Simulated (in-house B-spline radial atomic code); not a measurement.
A fraction x of an electron is added to 5p in neutral tellurium, starting from [Kr] 4d10 5s2 5p4 and keeping the highest spin. Method: scalar-relativistic (X2C) r2SCAN0, spin-polarised, spherical fractional occupations, Fermi nucleus of rms radius 4.7423 fm. Calculated with an all-electron radial atomic-structure program (B-spline basis).

Caution: exact exchange at fractional occupations of open shells leaves self-interaction of up to several eV.

```csv
x,E(x) - E(0) (eV),5p down level (eV)
0,0.0000,-4.878
0.1,-0.4592,-4.307
0.2,-0.8617,-3.744
0.3,-1.2083,-3.189
0.4,?,?
0.5,-1.7374,-2.109
0.6,?,?
0.7,-2.0546,-1.072
0.8,-2.1368,-0.574
```

Question: What belongs in the row x = 0.4?

Answer: An energy change of -1.4999 eV; 5p down at -2.644 eV.

Question: What belongs in the row x = 0.6?

Answer: An energy change of -1.9219 eV; 5p down at -1.584 eV.

Question: Check Janak's theorem between x = 0.1 and 0.2.

Answer: The slope of the energy is -4.03 eV; the orbital levels give -4.03 eV (ε of the filling orbital, averaged over the two points).
